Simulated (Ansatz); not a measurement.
**GeHLiN3−: which of two structures lies lower**

Structure X is a triplet given by its coordinates and structure Y is a singlet given by its coordinates. Both are isolated ions in the gas phase, relaxed with PBE0-D3(BJ)/def2-SVPD.

X (Å):

```yaml
atoms:
  - { symbol: Ge, position_ang: [-1.3879, -1.7217, 0.7075] }
  - { symbol: Li, position_ang: [-2.5910, 0.5586, 2.4997] }
  - { symbol: N, position_ang: [-2.4910, 2.2954, 3.5042] }
  - { symbol: N, position_ang: [-3.4195, 2.3665, 2.7826] }
  - { symbol: N, position_ang: [-2.4162, -1.2905, 2.0959] }
  - { symbol: H, position_ang: [-2.8384, -2.0843, 2.5795] }
```

Close contacts (Å): Ge1–Li2 3.14, Ge1–N5 1.78, Li2–N3 2.01, Li2–N4 2.01, Li2–N5 1.90, N3–N4 1.18, N5–H6 1.02.

Y (Å):

```yaml
atoms:
  - { symbol: Ge, position_ang: [-1.7760, -1.4227, 0.6292] }
  - { symbol: Li, position_ang: [-2.4702, 0.4943, 2.1215] }
  - { symbol: N, position_ang: [-3.1124, 1.9454, 3.5738] }
  - { symbol: N, position_ang: [-2.8282, 2.5859, 2.6870] }
  - { symbol: N, position_ang: [-2.4089, -1.3144, 2.3088] }
  - { symbol: H, position_ang: [-2.5481, -2.1646, 2.8492] }
```

Close contacts (Å): Ge1–Li2 2.53, Ge1–N5 1.80, Li2–N3 2.15, Li2–N4 2.20, Li2–N5 1.82, N3–N4 1.13, N5–H6 1.02.

Problem. Which of the two would you expect CCSD(T)/def2-SVPD + ΔMP2/def2-TZVPPD electronic energies to favour?

Solution. Structure X; the calculation gives E(Y) − E(X) = +3.4 kcal/mol.

The same difference at several levels:

```csv
level,geometry,E(Y) − E(X) (kcal/mol),departure from the last row (kcal/mol),"job, with rough time for the two"
PBE0-D3(BJ)/def2-SVPD,PBE0-D3(BJ)/def2-SVPD,+4.2,+0.8,"optimisation, 4.9 min"
HF/def2-SVPD,PBE0-D3(BJ)/def2-SVPD,+28.5,+25.1,part of the CCSD(T) run
MP2/def2-SVPD,PBE0-D3(BJ)/def2-SVPD,+1.9,−1.5,part of the CCSD(T) run
CCSD(T)/def2-SVPD,PBE0-D3(BJ)/def2-SVPD,+4.0,+0.6,single point
CCSD(T)/def2-SVPD + ΔMP2/def2-TZVPPD,PBE0-D3(BJ)/def2-SVPD,+3.4,,"single point, 3.1 min"
```

None of the levels shown reverses the order. The largest departure from CCSD(T)/def2-SVPD + ΔMP2/def2-TZVPPD is that of HF/def2-SVPD, 25.1 kcal/mol. Levels run at GFN2-xTB geometries aren't shown. The last row adds to CCSD(T) the change of the MP2 difference between the two basis sets, here −0.6 kcal/mol. The triplet state of X needn't be its ground state.

With harmonic frequencies from PBE0-D3(BJ)/def2-SVPD (ideal gas, rigid rotor, one conformer each, 298.15 K, 1 atm): on the last row, ΔE + ΔZPE = +3.8 kcal/mol. A mode under 50 cm⁻¹ makes harmonic enthalpies and free energies unreliable, so none is given.

The T1 diagnostic of structure Y is large, so the coupled-cluster value is less sure. Open shells are spin-unrestricted. The correlated steps freeze 12 core orbitals; the filled d shell of Ge is correlated; the last core shell of Li is correlated, in a basis made for valence electrons. ΔG holds the spin degeneracy. Run with Ansatz 0.2.0; the last row on 2 threads of Arm Neoverse V1 on a shared host.
